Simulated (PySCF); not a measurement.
Atomic charges by several schemes

Compound: MeOCOCH(CF3)2, C5H4F6O2.
Structure used (PBE0-D3(BJ)/def2-SVP), in Å, numbered top down from 1:
```
atom  x, y, z in Å
C1     2.574    0.387    0.591
O2     1.162    0.234    0.546
C3     0.646   -0.053   -0.641
O4     1.274   -0.199   -1.650
C5    -0.871   -0.180   -0.573
C6    -1.537    1.115   -0.116
F7    -2.843    1.086   -0.375
F8    -1.009    2.142   -0.787
F9    -1.382    1.350    1.179
C10   -1.304   -1.403    0.230
F11   -1.072   -1.280    1.529
F12   -2.604   -1.635    0.065
F13   -0.636   -2.474   -0.207
H14    3.072   -0.541    0.275
H15    2.822    0.619    1.632
H16    2.894    1.203   -0.073
H17   -1.202   -0.355   -1.605
```

Density: PBE0/pcSseg-1 (PySCF); schemes: Mulliken, IAO, Hirshfeld and ESP-fitted. The structure is a single PBE0-D3(BJ)/def2-SVP conformer in the gas phase; no vibrational or solvent corrections.

Question: What partial charge does each atom carry?

Answer: In e:

```csv
atom,environment,Mulliken,IAO,Hirshfeld,ESP-fitted
C1,methoxy carbon,-0.043,-0.211,-0.026,-0.327
O2,ester single-bonded oxygen,-0.439,-0.322,-0.094,-0.253
C3,ester carbonyl carbon,+0.508,+0.523,+0.198,+0.869
O4,ester carbonyl oxygen,-0.377,-0.435,-0.239,-0.535
C5,sp3 carbon next to a carbonyl,-0.483,-0.265,-0.091,-0.711
C6,CF3 carbon,+0.866,+0.818,+0.257,+0.636
F7,fluorine of a CF3 group,-0.251,-0.271,-0.084,-0.170
F8,fluorine of a CF3 group,-0.259,-0.277,-0.083,-0.188
F9,fluorine of a CF3 group,-0.240,-0.261,-0.082,-0.180
C10,CF3 carbon,+0.860,+0.818,+0.258,+0.626
F11,fluorine of a CF3 group,-0.240,-0.261,-0.082,-0.175
F12,fluorine of a CF3 group,-0.250,-0.271,-0.083,-0.166
F13,fluorine of a CF3 group,-0.258,-0.276,-0.082,-0.185
H14,methyl hydrogen,+0.131,+0.157,+0.054,+0.160
H15,methyl hydrogen,+0.141,+0.170,+0.063,+0.176
H16,methyl hydrogen,+0.130,+0.157,+0.054,+0.160
H17,methine hydrogen,+0.203,+0.208,+0.063,+0.262
```

Mean size of the charges over all atoms: ESP-fitted 0.340 e, IAO 0.335 e, Mulliken 0.334 e, Hirshfeld 0.111 e. Each set sums to the total charge, 0, to within 0.001 e. The Hirshfeld scheme divides the density at each point in proportion to the densities of the neutral, spherically averaged free atoms.

Lowest charge. The schemes don't all agree: Mulliken C5 (-0.483); IAO O4 (-0.435); Hirshfeld O4 (-0.239); ESP-fitted C5 (-0.711).

Highest charge. The schemes don't all agree: Mulliken C6 (+0.866); IAO C6 and C10 (+0.818); Hirshfeld C10 (+0.258); ESP-fitted C3 (+0.869).

Question: How closely do the schemes follow one another over all atoms?

Answer: Correlation coefficient and root-mean-square difference: Mulliken with IAO 0.98, 0.077 e; IAO with Hirshfeld 0.98, 0.260 e; Mulliken with Hirshfeld 0.96, 0.279 e; Hirshfeld with ESP-fitted 0.92, 0.292 e; Mulliken with ESP-fitted 0.92, 0.166 e; IAO with ESP-fitted 0.91, 0.166 e.

Question: How many electrons does the IAO scheme count on O4?

Answer: Z − q = 8 − (-0.435) = 8.435.

These values come from a run that also computed NMR shieldings. Hardware: 2 threads of an Intel Xeon 6975P-C, shared host. Cost: 24 s wall, 59 s CPU, 1.9 GiB resident at most.
